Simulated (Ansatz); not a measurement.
`C[SiH2][AsH2]` + `O[SiH2]O` → `O[SiH2][AsH2]` + `C[SiH2]O`  (redistribution)

Program: Ansatz. Geometries: PBE0-D4/def2-TZVP. ΔE: electronic, gas phase. CCSD(T)/CBS is the MP2 limit (def2-TZVPP, def2-QZVPP) plus CCSD(T) − MP2 in def2-TZVPP, frozen cores. This one scheme is used for every species. DFT in def2-TZVPP. For As outer-core shells are correlated without core-valence functions, which leaves a few kJ/mol of doubt a bond. Scalar relativity is left out up to krypton. One conformer a species, not always the lowest.

`C[SiH2][AsH2]`:

Cartesian coordinates in Å:
```
C -0.954 -1.218 0.019
Si -0.328 0.527 0.276
As 1.536 0.909 -1.135
H -1.842 -1.402 0.628
H -0.192 -1.948 0.300
H -1.217 -1.386 -1.028
H 0.006 0.752 1.709
H -1.373 1.515 -0.112
H 1.915 2.188 -0.402
H 2.449 0.064 -0.256
```

`O[SiH2]O`:

Cartesian coordinates in Å:
```
O -1.442 -0.035 -0.152
Si 0.155 -0.401 -0.050
O 1.107 0.901 0.259
H -1.881 0.272 0.642
H 0.430 -1.316 1.082
H 0.468 -1.002 -1.367
H 1.164 1.581 -0.414
```

`O[SiH2][AsH2]`:

Cartesian coordinates in Å:
```
O -1.732 0.052 -0.522
Si -0.314 0.421 0.238
As 0.972 -1.548 0.142
H -2.358 0.763 -0.666
H 0.340 1.591 -0.412
H -0.533 0.765 1.672
H 2.141 -0.824 0.803
H 1.484 -1.220 -1.254
```

`C[SiH2]O`:

Z-matrix (Å, degrees):
```
C
Si 1 1.863
H 1 1.093 2 111.0
H 1 1.094 2 110.2 3 119.8
H 1 1.093 2 111.5 3 -120.7
O 2 1.652 1 112.6 3 57.7
H 2 1.492 1 108.9 3 -179.5
H 2 1.483 1 110.6 3 -59.4
H 6 0.957 2 117.7 1 68.6
```

```json
{"species": "`C[SiH2][AsH2]`", "BLYP-D4 energy (Eh)": "-2567.74260"}
{"species": "`O[SiH2]O`", "BLYP-D4 energy (Eh)": "-442.49812"}
{"species": "`O[SiH2][AsH2]`", "BLYP-D4 energy (Eh)": "-2603.72314"}
{"species": "`C[SiH2]O`", "BLYP-D4 energy (Eh)": "-406.50824"}
```

Q: Work out ΔE.

A: ΔE = (-2603.72314) + (-406.50824) − (-2567.74260) − (-442.49812) = 0.00934 Eh = +0.25 eV. CCSD(T)/CBS gives +0.27 eV.

Largest T1 diagnostic among the species: 0.011.

In def2-TZVPP, CCSD(T) changes the Hartree–Fock value by +0.03 eV (the triples alone add +0.01 eV) and MP2 by +0.04 eV. At CCSD(T), def2-SVP lies +0.04 eV from the extrapolated value and def2-TZVPP +0.01 eV.
